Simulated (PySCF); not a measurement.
# How methods differ on the electron affinity of Cs

Cs⁻ [Xe] 6s2 (1S) → Cs [Xe] 6s1 (2S), as a difference of total energies. Calculation: PySCF 2.14, in aug-cc-pwCVTZ-X2C (11s10p8d4f, 109 functions); scalar relativity by spin-free X2C-1e. Correlated levels: valence: [Xe] frozen. The calculations carry no spin-orbit coupling.

Problem. Order these methods by the electron affinity they give, lowest first.
A. UHF
B. MP2 (valence)
C. CCSD (valence)
D. SCS-MP2 (valence)

Solution. A (-0.067 eV), B (0.277 eV), D (0.346 eV), C (0.445 eV).

Errors of the correlated levels include the incompleteness of this basis and the frozen core.

A negative affinity means that the anion lies above the atom at that level of theory.

With two correlated electrons CCSD is exact in that space.

The coupled-cluster amplitudes are large for Cs⁻ (T1 above 0.03 or a double amplitude above 0.15), so a single reference is strained.

For comparison: 0.472 eV (measured; photodetachment measurements, as compiled on the Wikipedia data page of electron affinities).
